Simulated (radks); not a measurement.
Q: Species: Ne3+. Configuration: [He] 2s2 2p3 (the NIST ground configuration). All-electron calculation, scalar-relativistic Kohn-Sham, revPBE, spin-polarised, spherical densities, finite nucleus; open shells are filled with parallel spins first; Fermi nuclear charge, rms radius 3.0055 fm. Program: a radial shooting solver on a logarithmic mesh with Libxc functionals. Some entries of the table are withheld. Estimate them.

orbital,occ.,eigenvalue (hartree),<r^2> (bohr^2),<r> (bohr)
1s up,1,-33.63575,0.03366,0.1579
1s down,1,-33.51194,0.03336,0.1573
2s up,1,-3.90984,0.7363,0.7878
2s down,1,-3.59893,0.7789,0.8089
2p up,3,-3.07650,0.6875,(1)
2p down,0,-2.74534,0.7555,(2)

A: 
(1) 2p up <r> (bohr): 0.7439
(2) 2p down <r> (bohr): 0.7767
